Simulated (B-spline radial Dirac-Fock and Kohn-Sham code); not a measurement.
## Auger decay of the L1 hole in V¹⁰⁺

System: vanadium as V¹⁰⁺, configuration [Ne] 3s2 3p1.

These are calculated numbers from an atomic code on a B-spline grid; the model is independent-particle rates on relativistic LDA orbitals of the hole state (multipoles up to L = 3, Coulomb Auger matrix elements, transition energies from Dirac-Fock). Kinetic energies are configuration averages from the vacuum level; the two-hole energies are estimated from single-hole states.

```
transition  kinetic energy (eV)  width (meV)  share (%)
   L1-M1M1                306.0         43.1       50.7
   L1-M1M2                334.1         14.1       16.5
   L1-M1M3                335.4         27.8       32.7
```

The listed channels hold 100 % of the non-radiative rate. Summed by principal shells, of 0.0850 eV in all: LMM 100.0 %.
